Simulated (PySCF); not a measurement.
Si³⁺ (silicon, charge +3) across methods

[Ne] 3s1, 2S determinant. All numbers are calculated (PySCF 2.14, no relativity, point nucleus, in dyall-acv3z).

| method | E (hartree) | mean ε 2p α (eV) | mean ε 2p β (eV) | mean ε 3s α (eV) | Σ⟨r²⟩ (bohr²) | ⟨S²⟩ |
| --- | --- | --- | --- | --- | --- | --- |
| r2SCAN | -287.2304 | -134.11 | -133.82 | -40.543 | 6.843 | 0.750 |
| UHF | -286.82136 | -152.23 | -151.83 | -44.671 | 6.890 | 0.750 |
| BHandHLYP | -287.2711 | -142.76 | -142.44 | -42.741 | 6.817 | 0.750 |
| wB97X-V | -287.2119 | -139.25 | -138.99 | -43.847 | 6.863 | 0.750 |
| LDA | -286.0859 | -132.17 | -131.87 | -40.424 | 6.822 | 0.750 |
| revPBE | -287.1992 | -132.04 | -131.74 | -40.257 | 6.841 | 0.750 |
| PBE | -287.1027 | -132.11 | -131.78 | -40.314 | 6.834 | 0.750 |

(1) Estimate the same row for PBE0.

Answers

(1) E (hartree) = -287.1311; mean ε 2p α (eV) = -137.46; mean ε 2p β (eV) = -137.12; mean ε 3s α (eV) = -41.524; Σ⟨r²⟩ (bohr²) = 6.836; ⟨S²⟩ = 0.750.
